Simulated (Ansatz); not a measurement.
Basis sets compared for Ga₁₂P₁₁H₃₂⁻, a nanocrystal cut from zinc blende GaP (hydrogen-capped). Total charge -1; singlet. Geometry PBE-D4/def2-SVP. Ansatz on 11 threads of AMD EPYC 7R13 on a shared host and a whole NVIDIA H100 80GB HBM3; times are rough, and most runs start from earlier orbitals.

```xyz
55

P     3.761    0.566    2.376
P    -0.494   -4.003    1.757
P    -3.493   -1.127    1.153
P     1.164    3.313    2.012
P    -2.313    2.439    1.459
P     0.128   -0.369    1.964
P     2.641   -1.099   -0.829
P    -0.933   -1.980   -1.446
P     0.250    1.810   -1.292
P    -3.380    0.921   -1.791
P    -0.462    0.062   -4.568
Ga    0.936   -2.413    2.898
Ga    1.511    1.227    3.050
Ga    4.629   -0.692    0.488
Ga   -2.055    0.313    2.496
Ga   -0.628   -4.223   -0.660
Ga   -3.184   -1.423   -1.230
Ga   -1.017    4.169    2.573
Ga    1.978    3.122   -0.248
Ga   -1.899    2.639   -0.878
Ga    0.405   -0.342   -0.379
Ga   -0.373   -2.226   -3.767
Ga    0.830    1.891   -3.609
H     4.550    1.757    2.457
H     4.303   -0.087    3.530
H    -0.229   -5.315    2.272
H    -1.810   -3.872    2.307
H    -4.858   -0.773    1.406
H    -3.534   -2.436    1.731
H     2.080    4.170    2.710
H    -3.689    2.803    1.646
H     2.524   -2.507   -1.048
H     2.890   -0.687   -2.175
H    -4.741    1.303   -1.552
H    -3.419    1.005   -3.219
H    -1.833    0.455   -4.699
H    -0.170    0.022   -5.972
H     0.656   -2.506    4.454
H     2.389   -2.645    2.295
H     1.444    1.144    4.630
H     5.107   -2.090    1.057
H     5.569    0.276   -0.334
H    -2.545    0.242    3.996
H    -1.920   -5.088   -0.985
H     0.826   -4.717   -1.060
H    -4.338   -2.286   -1.874
H    -1.248    4.039    4.139
H    -1.295    5.529    1.805
H     2.086    4.545   -0.940
H     3.253    2.161   -0.173
H    -2.343    4.028   -1.484
H     1.160   -2.618   -3.882
H    -1.504   -3.056   -4.510
H     2.329    1.398   -3.787
H     0.309    3.235   -4.270
```

The 6-31G sets use Cartesian d functions. Single mean-field runs in 6-31G, def2-SVP, def2-TZVP are fitted with def2-universal-jkfit.

```tsv
level	functions	energy (Eh)	HOMO (eV)	LUMO (eV)	wall time
HF/6-31G	555	-26841.7531	-6.50	4.28	3.3 s
PBE-D4/def2-SVP	742	-26863.7326	-3.27	0.51	4 s
PBE0-D4/def2-SVP	742	-26864.6041	-4.28	1.24	6 s
```

Estimate the rows for HF/def2-TZVP, PBE-D4/def2-TZVP (with forces), PBE0-D4/def2-TZVP (with forces).


| level | functions | energy (Eh) | HOMO (eV) | LUMO (eV) | wall time |
| --- | --- | --- | --- | --- | --- |
| HF/def2-TZVP | 1175 | -26846.3733 | -6.56 | 4.10 | 9.5 s |
| PBE-D4/def2-TZVP (with forces) | 1175 | -26867.9884 | -3.35 | 0.23 | 8.5 s |
| PBE0-D4/def2-TZVP (with forces) | 1175 | -26868.8268 | -4.32 | 0.97 | 14 s |
